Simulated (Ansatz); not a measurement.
H$_{7}$ClOSi$_{3}$, singlet, geometry from GFN2-xTB, with bond 9-3 at 1.8 times its length; SC-NEVPT2/STO-3G, CASSCF(2,3) run with Ansatz (a first-principles code).

The Ansatz input:
Ansatz 0.2 input:
```yaml
crystal:
  periodic: [false, false, false]
  atoms:
    - {symbol: O, position_ang: [-0.34204581, 1.19478526, -1.37476638]}
    - {symbol: Si, position_ang: [-0.04483154, 0.11650891, -0.18039165]}
    - {symbol: Si, position_ang: [2.22431779, -0.26325627, -0.49627047]}
    - {symbol: Si, position_ang: [-1.64747051, -1.57371763, -0.20046571]}
    - {symbol: Cl, position_ang: [-0.34242533, 1.16974097, 1.59224320]}
    - {symbol: H, position_ang: [-1.11088987, 1.75989090, -1.40488057]}
    - {symbol: H, position_ang: [2.77081049, -1.08084981, 0.59274766]}
    - {symbol: H, position_ang: [3.05978515, 0.93909477, -0.57801092]}
    - {symbol: H, position_ang: [2.59833371, -1.61506549, -2.73161568]}
    - {symbol: H, position_ang: [-3.03545185, -1.11237321, -0.05428350]}
    - {symbol: H, position_ang: [-1.41143670, -2.54866989, 0.86625215]}
    - {symbol: H, position_ang: [-1.59554506, -2.30020035, -1.47390988]}
basis:
  gaussian:
    orbitals: STO-3G
magnetization: {spin_polarized: false}
correlation: {method: sc_nevpt2, electrons: all, active_space: {window: {electrons: 2, orbitals: 3}}}
```

Question: What does Ansatz print? Leave out banner, timings and long lists.

Answer: 
```
Functional definition: HF
548 factors; integrals over basis functions are off by at most 3.7e-5 eV
mean field evaluation 1: about -37795.6726 eV, gradient 3.0e1 eV
mean field evaluation 2: about -37795.7406 eV, gradient 3.0e1 eV
mean field evaluation 4: about -37800.9596 eV, gradient 2.7e0 eV
mean field evaluation 8: about -37801.0080 eV, gradient 3.9e-2 eV
mean field evaluation 16: about -37801.0104 eV, gradient 6.2e-1 eV
mean field -37801.00797534 eV, -1389.1614206504 hartree, gradient 7.3e-7 eV, S^2 0.000000; 1 other end points of the search recorded, 0 dependent functions left out; unrestricted orbitals would lower it
reference -37801.00797534 eV, -1389.1614206504 hartree; 37, 37 occupied and 11, 11 virtual orbitals, 548 factors
state -37803.76914829 eV, -1389.2628918847 hartree
state -37803.76914829 eV, -1389.2628918847 hartree; corrected -37807.76298440 eV, -1389.4096626545 hartree
WARN: 1 active orbitals are nearly empty or full. The corrections depend on them more than the energy does, and are more stable in an active space without them
Total energy: -37807.76298440 eV, -1389.4096626545 hartree
```
